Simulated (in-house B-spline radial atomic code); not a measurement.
Ionising Lu⁴⁺ with different functionals

Computed with a radial B-spline atomic code at the basis-set limit: four-component Dirac-Coulomb Hamiltonian, Fermi nucleus of rms radius 5.37 fm, spin-restricted, spherical fractional occupations for the functionals, and exact exchange of hybrids averaged over the configuration. The ionisation energy is the difference of two self-consistent energies, [Xe] 4f13 → [Xe] 4f12, without Breit or QED terms; ε is the level of the shell that loses the electron (mean over j). The electron is taken from both j subshells in proportion to 2j + 1, so the result is a j average, not the step between ground levels.

```
method                    rung  ΔSCF (eV)  -ε(4f) (eV)
  PBE0           global hybrid      68.42        61.23
 B97-1           global hybrid      68.48        60.58
 B3LYP           global hybrid      68.55        60.48
 HSE06  range-separated hybrid      68.34        60.74
```

**Question.** Among the functionals, which spreads more, the ΔSCF values or the orbital energies?

**Answer.** The orbital energies: ΔSCF values span about 0.21 eV and the orbital energies 0.75 eV.

**Question.** How do they compare with the NIST value?

**Answer.** NIST lists 66.8 eV ± 0.3 (semi-empirical, ground level to ground level). Errors run from +1.54 to +1.75 eV. The correlated functionals all miss on the same side by more than they spread, so the cause is common to them (Breit-QED terms, spin polarisation, the choice among j levels, multiplet and fine-structure energies, or a listed next ion that isn't the cheapest removal here) and closeness doesn't rank the functionals.
